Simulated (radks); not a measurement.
The tellurium anion Te2-, [Xe], held by a Watson sphere: a shell of charge +2 at radius R that stands for the Madelung well of a crystal (potential energy -2/R inside, -2/r outside, in hartree with lengths in bohr). All-electron calculation, scalar-relativistic Kohn-Sham, LDA (Slater exchange, Perdew-Wang correlation), spin-polarised, spherical densities, finite nucleus; Fermi nuclear charge, rms radius of each element as measured or else 0.836 A^(1/3) + 0.57 fm. Program: a radial shooting solver on a logarithmic mesh with Libxc functionals. Response by self-consistent Sternheimer equations with the Hartree and adiabatic LDA kernel, the relativistic mass of each level held fixed and spin-orbit coupling left out. The sphere does not respond.

R (bohr),e(4d) (eV),e(5s) (eV),e(5p) (eV),<r> 5p (bohr),sum of <r^2> (bohr^2),X-ray form factor at sin(theta)/lambda = 0.3 1/angstrom,alpha (bohr^3)
4.2,-38.831,-13.303,-5.004,3.016,94.40,36.040,94.34
4.25,-38.784,-13.237,-4.940,3.025,94.87,36.042,96.48
4.41,-38.639,-13.035,-4.740,3.054,96.36,36.045,103.6
4.65,-38.427,-12.750,-4.452,3.095,98.53,36.050,115.2
4.84,-38.265,-12.540,-4.236,3.126,100.2,36.052,125.1
5.31,-37.889,-12.070,-3.744,3.197,104.3,36.056,152.7
5.73,-37.581,-11.704,-3.353,3.254,107.8,36.058,181.9
5.74,-37.574,-11.696,-3.344,3.255,107.9,36.058,182.7
5.96,-37.424,-11.522,-3.156,3.283,109.7,36.059,200.1
